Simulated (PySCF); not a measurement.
# Computed properties of 1,1-difluoroethane (C₂H₄F₂), SMILES CC(F)F

1,1-difluoroethane (C2H4F2), SMILES CC(F)F. Coordinates come from a PBE0-D3(BJ)/def2-SVP optimisation. One conformer was computed; it need not be the lowest. All values are computed for the isolated molecule unless a solvent is named; none is compared with measurement here.

**Structure.** The optimised structure has Cs symmetry. All 18 harmonic modes at PBE0-D3(BJ)/def2-SVP (PySCF) are real, so it is a minimum. With heavy atoms numbered as in [CH3:1][CH:2]([F:3])[F:4], the shortest bond between them is C2–F4 at 1.354 Å and the longest C1–C2 at 1.500 Å.

**Vibrations.** The strongest infrared lines (harmonic, unscaled, degenerate partners summed) lie at 1194 cm⁻¹ (169 km/mol, C 51 %, H 28 %, F 21 %), 1190 cm⁻¹ (107 km/mol, C 46 %, H 27 %, F 27 %), 1440 cm⁻¹ (68 km/mol, H 70 %, C 29 %). The softest mode is at 247 cm⁻¹ and the zero-point energy is 38.3 kcal/mol.

**Electronic structure.** B3LYP/def2-TZVPD (PySCF) places the frontier levels at -9.44 and 0.09 eV, a gap of 9.53 eV, and gives a dipole moment of 2.19 D and a mean polarisability of 30.0 bohr³. PBE/def2-TZVPD (PySCF) at the same geometry gives -7.91 and -0.21 eV, so its gap is 1.83 eV narrower. An orbital gap is neither the optical nor the fundamental gap.

**Excitations.** TDDFT-M06-2X/def2-SVPD (PySCF) has S1 at 9.59 eV (129 nm, f = 0.016, weak); the most intense of the 10 singlets computed lies at 10.50 eV (f = 0.12). T1 (TDA) is at 9.41 eV. TDDFT-PBE/def2-SVPD (PySCF) puts S1 at 8.16 eV. No vertical singlet excitation falls in the visible range (under 3.1 eV).

**NMR.** GIAO shifts at KT2/pcSseg-1 (PySCF) (non-relativistic, atoms alike by connectivity averaged): ¹³C from 24.2 to 120.0 ppm against TMS; ¹H from 1.6 to 6.3 ppm against TMS; ¹⁹F at -156.5 ppm against CFCl3.
